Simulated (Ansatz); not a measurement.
`C[SiH2]C(N)O` → `CC(N)O` + `[SiH2]`  (silylene formation by 1,1-elimination)

Isolated molecules relaxed with PBE0-D4/def2-TZVP in Ansatz; ΔE leaves out vibrations. CCSD(T)/CBS is the MP2 limit (def2-TZVPP, def2-QZVPP) plus CCSD(T) − MP2 in def2-TZVPP, frozen cores. This one scheme is used for every species. Each species was taken in one conformer, which may not be the lowest.

| species | CCSD(T)/CBS(def2) energy (Eh) |
| --- | --- |
| `C[SiH2]C(N)O` | -500.47415 |
| `CC(N)O` | -210.19453 |
| `[SiH2]` | -290.19011 |

(1) Work out ΔE.

Largest T1 diagnostic among the species: 0.014.

Answers

(1) ΔE = (-210.19453) + (-290.19011) − (-500.47415) = 0.08951 Eh = +2.44 eV.

In def2-TZVPP, CCSD(T) changes the Hartree–Fock value by +0.22 eV (the triples alone add +0.06 eV) and MP2 by +0.43 eV. At CCSD(T), def2-SVP lies −0.32 eV from the extrapolated value and def2-TZVPP −0.08 eV.
